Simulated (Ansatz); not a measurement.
One change: `[TeH]CI` becomes `NC[TeH]`.

Ansatz, PBE0-D4/def2-TZVP geometries, multiplicity 1. Each molecule was computed in one conformer, which needn't be the lowest.

Elements past krypton have def2 core potentials.

| property | `[TeH]CI` |
| --- | --- |
| zero-point energy (PBE0-D4/def2-TZVP) / kJ/mol | 88.4 |
| size of the dipole moment (B3LYP/def2-TZVPP) / D | 1.25 |
| HOMO–LUMO gap (PBE/def2-TZVPP) / eV | 2.95 |
| LUMO energy (PBE/def2-TZVPP) / eV | -2.44 |
| LUMO energy (PBE0/def2-TZVPP) / eV | -1.62 |
| LUMO energy (ωB97M-V/def2-TZVPP) / eV | 0.25 |

(1) What does the change do to each property? (An estimate is asked.)

Answers

(1) Computed: 
| property | `NC[TeH]` | shift |
| --- | --- | --- |
| zero-point energy (PBE0-D4/def2-TZVP) / kJ/mol | 160.4 | 72.0 |
| size of the dipole moment (B3LYP/def2-TZVPP) / D | 2.25 | 1.00 |
| HOMO–LUMO gap (PBE/def2-TZVPP) / eV | 3.57 | 0.62 |
| LUMO energy (PBE/def2-TZVPP) / eV | -1.39 | 1.05 |
| LUMO energy (PBE0/def2-TZVPP) / eV | -0.56 | 1.06 |
| LUMO energy (ωB97M-V/def2-TZVPP) / eV | 1.23 | 0.98 |

With PBE0 the HOMO rises by 0.40 eV and the LUMO rises by 1.06 eV, so the gap widens by about 0.66 eV. PBE moves the HOMO by 0.43 eV and ωB97M-V by 0.34 eV. The zero-point energy changes by 72.0 kJ/mol with +6 modes. Dipoles are sizes alone; their direction can turn.

B3LYP here is the variant with VWN-RPA as its local correlation; programs differ in this.

Spin–orbit coupling is left out; it splits and shifts lone-pair levels of the heavy atoms by tenths of an eV.
